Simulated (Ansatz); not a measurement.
Program: Ansatz 0.2.0.

A structure relaxed at PBE0-D4/def2-TZVP, charge 0, multiplicity 1:

Cartesian coordinates in Å:
```
C 1.9109 -0.5223 1.3042
N 0.7531 -0.1486 1.0463
Ga -0.5444 0.7883 0.1879
C -1.3929 -0.0840 -1.3472
H 2.1125 -1.2736 2.0843
H 2.8077 -0.1422 0.7884
H -0.9535 2.1236 0.8860
H -2.4561 -0.2469 -1.1559
H -1.3147 0.5499 -2.2337
H -0.9227 -1.0443 -1.5602
```

(1) Give its formula and SMILES.

(2) Summarise the bond lengths by kind.

Results:

(1) C2H6GaN, `C=[N][GaH][CH3]`.

(2) 1 × C–N 1.244 Å; 5 × C–H 1.090 to 1.102 Å; 1 × Ga–N 1.816 Å; 1 × C–Ga 1.959 Å; 1 × Ga–H 1.561 Å.
